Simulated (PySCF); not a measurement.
A structure optimised at PBE-D3(BJ)/def2-SVP, used in a PySCF frequency run:

```xyz
10

Al     0.0694     0.1810     0.0407
Cl    -0.0600    -1.6519     1.0884
Cl     0.9707     1.8011     1.0573
C     -0.6142     0.3666    -1.7812
C     -1.2320    -0.8924    -2.4069
H      0.2300     0.7517    -2.3972
H     -1.3454     1.2065    -1.7583
H     -2.0939    -1.2669    -1.8180
H     -0.5024    -1.7255    -2.4664
H     -1.5967    -0.7007    -3.4379
```
Charge 0, spin multiplicity 1.

Task: Write its SMILES and formula.

Result: C[CH2][Al]([Cl])[Cl], C2H5AlCl2

Task: What are its rotational constants (standard atomic weights)?

Result: 2.5069, 1.6014, 0.98928 GHz
